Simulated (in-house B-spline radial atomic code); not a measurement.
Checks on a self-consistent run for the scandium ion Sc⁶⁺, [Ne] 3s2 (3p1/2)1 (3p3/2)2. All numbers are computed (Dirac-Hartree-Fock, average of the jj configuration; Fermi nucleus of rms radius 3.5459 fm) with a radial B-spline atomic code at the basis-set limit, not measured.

```
orbital  q      ε (Eh)    <1/r>        <r²>  small-component weight
  1s1/2  2  -170.98018  20.7801  0.00715902               0.0056505
  2s1/2  2   -23.20961  4.35705    0.135841              0.00098786
  2p1/2  2   -19.75033  4.25254     0.11357              0.00095108
  2p3/2  4   -19.57432  4.20485    0.115315              0.00094223
  3s1/2  2    -5.82409  1.40722     1.11706              0.00022475
  3p1/2  1    -4.96180  1.32684     1.20483              0.00020686
  3p3/2  2    -4.92049   1.3175     1.21801              0.00020537
```

Electron-electron repulsion V_ee = 219.0865 hartree.

Question: What total energy follows from the eigenvalues?

Answer: The eigenvalues count the repulsion twice, so E = Σqε - V_ee = -532.628 - 219.086 = -751.715 hartree; the run printed -751.715.

Question: Does the Dirac virial theorem hold?

Answer: For a point nucleus E = -2c²Σq·w, with w the small-component weight. Here Σq·w = 0.020015 and c = 137.0360, so the ratio E/(-2c²Σq·w) is 1.000004; the finite nucleus accounts for the departure from 1.

Question: What diamagnetic shielding (Lamb formula) and susceptibility (Langevin formula) do the radii give?

Answer: σ = (α²/3)Σq<1/r> = 82.3751/(3·137.036²) = 1462.2 ppm, and χ = -0.79199×10⁻⁶·Σq<r²> = -5.425×10⁻⁶ cm³/mol with Σq<r²> = 6.8494 bohr². Both are non-relativistic formulas without the paramagnetism of open shells.
